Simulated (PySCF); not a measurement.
# Computed properties of Sn(H)(Cl)2(vinyl) (C2H4Cl2Sn), SMILES C=[CH][SnH]([Cl])[Cl]

C₂H₄Cl₂Sn, SMILES [SnH]([Cl])([Cl])[CH]=C. Geometry optimised at PBE0-D3(BJ)/def2-SVP. The structure was generated by enumeration; whether it is a known compound was not checked. The def2 effective core potentials stand for the cores of Sn; spin–orbit coupling is left out. The values are those of a single conformer. All values are computed for the isolated molecule unless a solvent is named; none is compared with measurement here.

**Structure.** All 21 harmonic modes at PBE0-D3(BJ)/def2-SVP (PySCF) are real, so it is a minimum. With heavy atoms numbered as in [SnH:1]([Cl:2])([Cl:3])[CH:4]=[CH2:5], the shortest bond between them is C4–C5 at 1.334 Å and the longest Sn1–Cl2 at 2.351 Å.

**Vibrations.** The strongest infrared lines (harmonic, unscaled, degenerate partners summed) lie at 1967 cm⁻¹ (129 km/mol, H 99 %), 604 cm⁻¹ (97 km/mol, H 92 %), 575 cm⁻¹ (97 km/mol, H 82 %, C 14 %). The softest mode is at 67 cm⁻¹ and the zero-point energy is 32.2 kcal/mol.

**Electronic structure.** PBE0/def2-TZVP (PySCF) places the frontier levels at -8.64 and -1.46 eV, a gap of 7.18 eV, and gives a dipole moment of 3.42 D and a mean polarisability of 85.0 bohr³. PBE/def2-TZVP (PySCF) at the same geometry gives -7.33 and -2.38 eV, so its gap is 2.23 eV narrower. An orbital gap is neither the optical nor the fundamental gap.

**Excitations.** TDDFT-PBE0/def2-SVPD (PySCF) has S1 at 5.79 eV (214 nm, f = 0.034, weak); the most intense of the 10 singlets computed lies at 6.31 eV (f = 0.05). T1 (TDA) is at 4.23 eV. TDDFT-PBE/def2-SVPD (PySCF) puts S1 at 5.06 eV. No vertical singlet excitation falls in the visible range (under 3.1 eV).
